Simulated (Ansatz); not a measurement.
Born–Oppenheimer molecular dynamics of a periodic cell of 18 atoms, H₂CSO₂ (contents 3 OCS + 3 H2O, density as packed 1.27 g/cm³ with natural masses). It starts from a partly relaxed structure (largest force component 0.20 eV/Å).

The calculation used DFT PBE-D3(BJ), scalar-relativistic, plane waves, PAW in Ansatz. Settings: accuracy low, cutoff 420 eV, k mesh 1x1x1, fermi-dirac smearing 0.02 eV, no spin polarisation.

| Quantity | Value |
| --- | --- |
| ensemble | NVT, Langevin thermostat |
| time step | 0.5 fs |
| steps asked | 300 |
| set temperature | 700 K |
| friction | 0.02 /fs |
| seed | 94289 |

First frame:

```xyz
18
Lattice="6.7321 0.0000 0.0000 0.0000 6.7321 0.0000 0.0000 0.0000 6.7321" Properties=species:S:1:pos:R:3
O 4.350 3.926 3.984
C 3.612 4.466 4.726
S 2.664 5.179 5.739
O -0.299 3.033 1.815
C 0.251 2.630 2.768
S 0.984 2.107 4.044
O 4.181 0.129 2.064
C 3.597 0.929 1.433
S 2.860 2.021 0.605
O 6.328 -0.217 5.996
H 5.582 0.307 5.603
H 6.849 -0.503 5.227
O 0.988 5.884 1.581
H 0.431 6.233 0.845
H 0.579 5.020 1.753
O 4.254 1.074 4.745
H 4.476 1.983 4.458
H 4.165 0.580 3.906
```

(1) What does the run give?

(2) What happens to the structure?

(3) How do temperature and energy run in time?

Answers

(1) The run went to its last step.

```
steps done                                               : 300
time covered                                             : 150 fs
mean temperature over the second half                    : 723 K
spread of the potential energy over the second half      : 12.1 meV per atom
mean potential energy of the second half above the start : 72.7 meV per atom
```

A run of 0.15 ps of so small a system gives no equilibrium averages. Limits of this set-up: coarse k mesh, low accuracy level.

(2) Mean squared displacements from the first frame to the last, about the centre of mass: O 0.10 Å², C 0.11 Å², S 0.21 Å², H 1.00 Å². Another seed would give other details.

(3) 
```tsv
time (fs)	T (K)	potential energy less start (eV)
0.0	661	0.000
12.5	456	0.987
25.0	533	1.085
37.5	492	1.396
50.0	615	1.213
62.5	762	1.047
75.0	542	0.986
87.5	668	0.941
100.0	695	1.344
112.5	675	1.807
125.0	832	1.518
137.5	794	1.374
150.0	771	1.065
```

Run time: 2.7 min on 1 thread of AMD EPYC 9B45 (Zen 5), with other jobs on the host, peak memory 0.41 GiB.
